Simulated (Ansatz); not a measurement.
# Insertion of a divalent centre (a silylene, a carbene or their kin)

Start structure (SiHCl2F, singlet), relaxed at PBE0-D4/def2-TZVP:

```
5
angstrom
Si 0.3820 -1.0058 0.4744
Cl 1.5617 -0.9164 -1.2390
Cl -1.4405 -1.6247 -0.3198
H -0.1886 2.0164 0.9300
F -0.3146 1.5305 0.1544
```

The step: SiCl₂ + HF → SiHCl₂F ([F][SiH]([Cl])[Cl]); bonds formed: Si1–H4, Si1–F5; bonds broken: H4–F5. Program: Ansatz 0.2.0. Basis: def2-TZVPP and def2-QZVPP. Cores are frozen in the correlated methods. Extrapolation: Hartree–Fock as exp(−7.88 √X), correlation as X^−2.97. Energies below are by CCSD(T) at an estimated basis limit (MP2 extrapolated from triple and quadruple zeta, plus CCSD(T) − MP2 in triple zeta).

Task: What are the electronic barrier and the energy of the step, from the start structure to the end structure? (Judge from chemistry; the value comes from the calculation.)

Result: By the calculation: Barrier 22.27 kcal/mol; step energy -66.87 kcal/mol (downhill); reverse barrier, their difference, 89.14 kcal/mol. Barrier and step energy count from the start structure, the reverse barrier from the end structure.

The saddle point: One imaginary mode of 1309i cm⁻¹.
```
  pair  start (Å)  saddle (Å)  end (Å)
Si1–H4       3.11        1.65     1.47
Si1–F5       2.65        1.92     1.58
 H4–F5       0.92        1.18     2.49
```

Zero-point energy (harmonic, PBE0-D4): ZPE is 8.41 kcal/mol at the start and 6.76 kcal/mol at the saddle, so the barrier goes from 22.27 to 20.62 kcal/mol.

T1 diagnostic: at most 0.015. The restricted Hartree–Fock reference is unstable towards an unrestricted one at one or more of these structures. The start structure is not quite a true minimum (one mode of 43i cm⁻¹).

Losses and insertions of silylenes and their heavier kin drive the gas-phase chemistry of silicon and germanium vapour deposition.

Labels in which every atom is bracketed show which atoms are joined, not bond orders.

For scale, one of the runs: CCSD(T)/def2-TZVPP, 171 basis functions, launched by `ansatz run in.yaml --threads 2 --pin off --events-out ev --progress --plain --max-ram 4352MiB`. Time: 36 s of wall clock on 2 CPU threads of an Arm Neoverse V1; the host was shared. Peak host memory: 1.4 GiB.
